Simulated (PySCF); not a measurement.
## Relaxation of singlet [CoSe3]-

Computed with PBE0 in PySCF with Co def2-TZVPD, Se def2-TZVPD; no relativity; density-fitted integrals. A (50,194) grid was used.

A start at or just off a symmetric point, pushed along the force that breaks its symmetry, of Cs symmetry, free to break it:

Coordinates in bohr (charge -1 multiplicity 1):
```
Co    0.1220    0.0002    0.0000
Se    3.9403    0.0000    0.0000
Se   -2.0150    3.4646    0.0000
Se   -2.0152   -3.4648    0.0000
```

Question: What forces act on the atoms at the start (eV/Å)?

Answer: 
```
atom     Fx     Fy    Fz
 Co1  -1.65   0.00  0.00
 Se2   1.28   0.00  0.00
 Se3   0.18  -0.43  0.00
 Se4   0.19   0.44  0.00
```

Question: What does it relax to?

Answer: It ends at C2v with Co–Se 2.084 Å, Co–Se 2.123 Å (×2); Se–Co–Se 114.0°, Se–Co–Se 123.0° (×2) (after a last refinement on a finer grid). A frequency run shows a minimum. Other isomers or separated fragments may lie lower.

Question: How much energy is released, and in how many steps?

Answer: 5.6 kJ/mol in 5 steps.

Stability towards spin polarisation was not tested.

The relaxation took 35 s on 8 threads of a shared AMD EPYC 9R14 (Zen 4) host, with 219 basis functions and 6 gradients; the process peaked at 1.8 GiB. Launch command: `OMP_NUM_THREADS=8 python axn.py task.json out`.
